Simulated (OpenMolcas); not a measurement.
Os4+: moving or changing the point charges

Os4+ among 6 point charges of -1.7 e arranged as an octahedron (Oh), 1.82 Å from the ion.
```
   1.8200    0.0000    0.0000  -1.70
   0.0000    1.8200    0.0000  -1.70
  -1.8200    0.0000    0.0000  -1.70
   0.0000   -1.8200    0.0000  -1.70
   0.0000    0.0000    1.8200  -1.70
   0.0000    0.0000   -1.8200  -1.70
```

```
Program             : OpenMolcas
Method              : SS-CASPT2, IPEA 0.25 Eh, imaginary shift 0.1 Eh (closed shells correlated: 5s 5p)
Basis               : ANO-RCC-VTZP [8s7p5d3f2g1h]
Scalar Hamiltonian  : DKH2, point nucleus
Active space        : 4 electrons in 5 orbitals (5d)
State averaging     : 2S+1 = 5 even, 5 roots; 2S+1 = 3 even, 45 roots; 2S+1 = 1 even, 50 roots
Spin-orbit coupling : RASSI with atomic mean-field integrals over the reference wave functions
```

Runs around this geometry, states (labels of O, the rotations of Oh). Energies in cm-1 above the lowest state or level, χT in cm3 K/mol; 10Dq and B are least-squares fits to the states below 45000 cm-1, weighted by degeneracy, with a free offset, and given where the rms deviation is under 5 % of |10Dq| (or 100 cm-1) and under 700 cm-1.

```
R (Å)  q (e)  Ground state  First state of that spin   10Dq  B (rms of fit)  First gap with spin-orbit (degeneracies)  χT at 300 K  First state of another spin
 1.82  -0.85            5E                  5T2 7200                                                      4110 (1, 3)        0.085                    3T1 11560
 1.74   -1.7            5E                 5T2 18000  18318       666 (513)                               4850 (1, 3)        0.122                      3T1 710
 1.82   -1.7            5E                 5T2 14500  14736       672 (461)                               4610 (1, 3)        0.113                     3T1 4380
```

Taking |10Dq| as R^-n, n = -ln(14736 / 18318) / ln(1.82 / 1.74) = 4.8 between the shortest and longest distance. The point-charge formula for a cubic d site gives n = 5.

Scaling the charges by -0.85 / -1.7 = 0.50 scales the first state of the same spin by 7200 / 14500 = 0.50; with fixed orbitals a first-order splitting would follow the charge.

Roots that are degenerate in the reference are averaged as groups; the widest CASPT2 spread within a group is 290 cm-1 (the 3-fold group of multiplicity 1 near 47400 cm-1 above the lowest state of its run, R = 1.82, q = -1.7). Shifts and gaps below about the spread of the groups concerned are not significant. This shell can be high or low spin here, a state of another spin lies low, and with metal d orbitals alone active their balance is uncertain, so the ground spin may be wrong. Point charges give a weaker field than real ligands, and real ions of this kind are as a rule low spin; the high spin found here belongs to the model. Free-ion shares, where given, are those of the reference states; single-state CASPT2 does not remix them. Spin-orbit coupling mixes the spin-free states strongly: the lowest level takes only 42 % from its leading state, 5E (figures for R = 1.82, q = -0.85; the like holds for R = 1.74, q = -1.7, R = 1.82, q = -1.7). This field is weak: 10Dq is about 7199 cm-1, while octahedral complexes of 5d ions of charge 3 and more, computed by the same method with explicit ligands, had a median near 35000 cm-1. Ground spin and moment need not be those of a real site (figures for R = 1.82, q = -0.85; the like holds for R = 1.74, q = -1.7, R = 1.82, q = -1.7). This is an electrostatic model: the charges have no orbitals. No measured value stands beside these numbers.
